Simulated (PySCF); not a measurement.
**Relaxation of singlet VNCl₂**

All numbers come from PBE/[V def2-SVP, N def2-SVP, Cl def2-SVP], no relativity, density fitting, PySCF. A (50,194) grid was used.

A start displaced from a saddle point along its imaginary mode, of Cs symmetry, held to at least that symmetry:

Coordinates in bohr (charge 0 multiplicity 1):
```
V    -0.2505   -0.4338   -0.3725
N    -1.6925   -2.9316    0.4724
Cl    3.8497   -1.0186    0.1767
Cl   -2.8070    2.8245    0.1767
```

Optimiser trace:
```json
{"step": "0", "E − E(last) (kJ/mol)": "13.68", "largest gradient (Eh/bohr)": "0.05127"}
{"step": "1", "E − E(last) (kJ/mol)": "2.02", "largest gradient (Eh/bohr)": "0.00270"}
{"step": "2", "E − E(last) (kJ/mol)": "1.66", "largest gradient (Eh/bohr)": "0.00172"}
{"step": "3", "E − E(last) (kJ/mol)": "0.39", "largest gradient (Eh/bohr)": "0.00700"}
{"step": "4", "E − E(last) (kJ/mol)": "0.23", "largest gradient (Eh/bohr)": "0.00666"}
{"step": "5", "E − E(last) (kJ/mol)": "0.05", "largest gradient (Eh/bohr)": "0.00269"}
{"step": "6", "E − E(last) (kJ/mol)": "0.00", "largest gradient (Eh/bohr)": "0.00038"}
{"step": "7", "E − E(last) (kJ/mol)": "0.00", "largest gradient (Eh/bohr)": "0.00020"}
```

It ends at Cs with V–Cl 2.182 Å (×2), V–N 1.528 Å; Cl–V–Cl 122.1°, Cl–V–N 109.7° (×2) (after a last refinement on a finer grid). The frequency run here used a shortcut that can spoil soft modes, so no verdict on minimum or saddle point is given. Other isomers or separated fragments may lie lower.
